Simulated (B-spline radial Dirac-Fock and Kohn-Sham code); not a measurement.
Tb³⁺: photoemission with 6350 eV photons

System: Tb³⁺, [Xe] 4f8.

Calculated with a radial B-spline solver, using Dirac-Hartree-Slater photoionisation with all multipoles and Dirac-Fock thresholds. The asymmetry parameter β is from the dipole term alone. Kinetic energies are from the vacuum level. Open shells are spread statistically over j, without multiplet splitting.

The last column is dσ/dΩ = σ/(4π) · [1 + β P₂(cos θ)] at θ = 0° from the polarisation vector of linearly polarised light.

```tsv
subshell	electrons	binding (eV)	kinetic (eV)	σ (kb)	β	dσ/dΩ (kb/sr)
3s	2	2006.2	4343.8	6.50	1.97	1.54
3p1/2	2	1806.9	4543.1	7.76	1.58	1.59
3p3/2	4	1652.1	4697.9	13.9	1.66	2.94
3d3/2	4	1312.9	5037.1	6.71	1.18	1.17
3d5/2	6	1280.0	5070.0	9.14	1.11	1.53
4s	2	443.7	5906.3	1.64	1.97	0.388
4p1/2	2	364.3	5985.7	1.70	1.59	0.350
4p3/2	4	329.9	6020.1	2.99	1.67	0.635
4d3/2	4	198.1	6151.9	1.24	1.16	0.214
4d5/2	6	191.9	6158.1	1.68	1.08	0.277
4f5/2	3.43	40.66	6309.3	0.0404	0.70	0.00545
4f7/2	4.57	39.79	6310.2	0.0503	0.68	0.00672
5s	2	86.33	6263.7	0.292	1.97	0.0692
5p1/2	2	61.63	6288.4	0.252	1.59	0.0518
5p3/2	4	56.74	6293.3	0.430	1.67	0.0913
```

Branching ratios of the spin-orbit partners (statistical value in brackets): 3p 1.79 (2.00), 3d 1.36 (1.50), 4p 1.76 (2.00), 4d 1.35 (1.50), 4f 1.25 (1.33), 5p 1.71 (2.00).

Run: 9.6 s of CPU time on 1 thread of Neoverse-N1 (shared host), peak memory 0.46 GiB.
